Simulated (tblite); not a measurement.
Species: C5H10NOS (charge -1).
Geometry (GFN2-xTB, Å), atoms numbered from 1 in this order:
```
atom  x, y, z in Å
C1     2.6504   -0.2809    0.5067
C2     1.3775    0.0708   -0.2486
S3     1.3326   -0.7434   -1.8834
C4     0.1572   -0.4182    0.4716
O5     0.2006   -1.2199    1.4021
N6    -1.0484    0.0921    0.0661
C7    -2.2527   -0.3729    0.7016
C8    -1.2083    0.9288   -1.0958
H9     2.6666   -1.3513    0.6990
H10    3.5187   -0.0171   -0.0957
H11    2.6948    0.2475    1.4625
H12    1.3240    1.1584   -0.4051
H13   -1.9575   -1.0221    1.5257
H14   -2.8768   -0.9411    0.0024
H15   -2.8338    0.4727    1.0883
H16   -0.4628    0.6330   -1.8471
H17   -1.0861    1.9907   -0.8478
H18   -2.2047    0.7793   -1.5142
```

Method: GFN2-xTB as coded in tblite; computed harmonic values from a numerical Hessian at the method's own geometry, unscaled. The method is semi-empirical: single wavenumbers can be off by several per cent or more. One conformer, not necessarily the lowest.

Harmonic wavenumbers (cm⁻¹): 59.0, 95.7, 151.0, 174.5, 182.6, 208.7, 216.2, 243.5, 280.0, 351.1, 393.4, 489.3, 567.1, 626.1, 702.8, 787.3, 963.6, 1019.4, 1052.9, 1067.7, 1079.8, 1104.1, 1115.3, 1135.3, 1171.9, 1280.5, 1300.4, 1353.8, 1380.2, 1389.6, 1405.1, 1471.0, 1471.6, 1485.6, 1489.0, 1495.9, 1498.4, 1659.8, 2817.8, 2832.3, 2889.9, 2892.3, 2922.3, 2945.9, 2980.2, 3007.5, 3011.1, 3036.1.

A = 2431, B = 1372, C = 1030 MHz; mass 132.048 u (most abundant isotopes); point group C1, symmetry number 1.

Problem. What is the zero-point energy?

Solution. Half the sum of the wavenumbers: 31627 cm⁻¹ = 90.43 kcal/mol.

Problem. What is S at 200 K and 1 bar for an ideal gas of classical rigid rotors and harmonic oscillators?

Solution. Translation 38.59, rotation 27.74, vibration 18.15: S = 84.5 cal/(mol K).

Problem. And Cp and H(200 K) − H(0)?

Solution. Cp = 28.56 cal/(mol K), of which vibrations give 20.61 (their classical limit is 48 R = 95.4); H(200 K) − H(0) = 3.69 kcal/mol without the zero-point energy, 2.10 from vibrations.

Problem. Which modes carry the vibrational entropy at 200 K?

Solution. 59.0 cm⁻¹: 3.71; 95.7 cm⁻¹: 2.77; 151.0 cm⁻¹: 1.92; 174.5 cm⁻¹: 1.66; 182.6 cm⁻¹: 1.58; 208.7 cm⁻¹: 1.36 cal/(mol K); the other 42 give 5.16 together.

Problem. What must be added to the electronic energy to get the Gibbs energy at 200 K and 1 bar?

Solution. ZPE + [H(200 K) − H(0)] − T·S = 90.43 + 3.69 − 16.90 = 77.22 kcal/mol.

Problem. How do the functions run with temperature in this model?

Solution. 
```
 T (K)  S (cal/(mol K))  Cp (cal/(mol K))  H − H(0) (kcal/mol)  G − H(0) (kcal/mol)  ln q(vib)
   150             76.9              24.4                 2.36                -9.17       2.54
   250             91.3              32.6                 5.21               -17.61       5.17
298.15             97.4              36.5                 6.88               -22.15       6.41
   400            109.3              45.1                11.03               -32.68       8.96
   600            130.4              59.3                21.54               -56.69      13.78
   900            157.4              73.7                41.68               -99.99      20.52
```

q(vib) and H(0) count from the zero-point level.

Hindered rotation and anharmonicity are outside this model. Other conformers, if any are populated, would add a mixing term that is left out. The structure is chiral; the term R ln 2 for an equal mix with its mirror image is left out.
